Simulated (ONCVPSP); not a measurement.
# C (Z = 6): one change to an ONCV potential, before and after

| Quantity | Value |
| --- | --- |
| Element | carbon |
| Generator | ONCVPSP 4.0.1 |
| Type | optimised norm-conserving Vanderbilt (ONCV) |
| Functional | PBE |
| Relativity | scalar-relativistic |
| Frozen core | [He] |
| Valence charge | 4 |
| Reference configuration | 2s2 2p2 |
| Partial waves | 2s: rc 1.35 bohr, ncon 5, nbas 9, qcut 4.5 1/bohr, 3 projectors, debl 1 Ha; 2p: rc 2.95 bohr, ncon 3, nbas 6, qcut 4.8 1/bohr, 2 projectors, debl 3.4 Ha; d scattering state at 0.24 Ha: rc 3.25 bohr, ncon 3, nbas 6, qcut 2.5 1/bohr, 1 projector |
| Local potential | polynomial inside 1.05 bohr (lpopt 1, dvloc0 6 Ha) |
| Core correction | polynomial model core, fcfact 0.55 |

All-electron outer shells of the reference configuration (PBE, scalar-relativistic, ld1.x):

| shell | level (eV) | outermost node (bohr) | outermost maximum (bohr) |
| --- | --- | --- | --- |
| 1s | -273.38 | – | 0.17 |
| 2s | -13.75 | 0.38 | 1.22 |
| 2p | -5.29 | – | 1.20 |

Change: all radii but the core radius scaled by about 1.16 (s 1.56, p 3.42, d 3.78 bohr); local potential polynomial inside 1.22 bohr (lpopt 1, dvloc0 6 Ha).

Cutoffs: the cutoffs (Ha) at which the residual kinetic energy of the hardest occupied pseudo-wave falls to 1 and 0.1 mHa per electron; they do not see the model core or the augmentation charge, which bear on the density cutoff. Errors are all-electron minus pseudo energies relative to the spin-unpolarised reference configuration.

Question: How do hardness, ghosts and transferability respond?

Answer: The potential gets softer (55 Ha and 114 Ha → 21 Ha and 82 Ha); the bound ghost in s disappears; the lowest positive-energy flag moves from d at 36.2 eV to none; of the 4 tests that both files solve, the error grows in 4 and shrinks in 0 by more than 15 % and 0.3 meV (median size 731.4 → 1115.7 meV). A larger radius leaves more room for a smooth pseudo-wave, so fewer plane waves are needed. More of the atom is replaced by a form fitted at one configuration, so other configurations suffer.

```tsv
quantity	base	changed
cutoff, loose	55 Ha	21 Ha
cutoff, tight	114 Ha	82 Ha
loose cutoff by channel	s 55 Ha, p 7.4 Ha	s 21 Ha, p 6.2 Ha
bound ghosts	s	none
GHOST(+) flags under 300 eV	d at 36.2 eV	none
error for 2s2 2p1, meV [ΔE 10.86 eV]	+155	+260
error for 2s2 2p0, meV [ΔE 35.02 eV]	+1263	+1861
error for 2s1 2p0, meV [ΔE 83.21 eV]	+2343	+3401
error for 2s0 2p4, meV [ΔE 16.98 eV]	-200	-370
rms error of d²Exc/dni dnj with the model core, mHa	1.18	1.33
```

 A true bound ghost makes a file unfit for plane-wave use even where its test errors are small: the radial tests pick states by their node count and pass the ghost by.
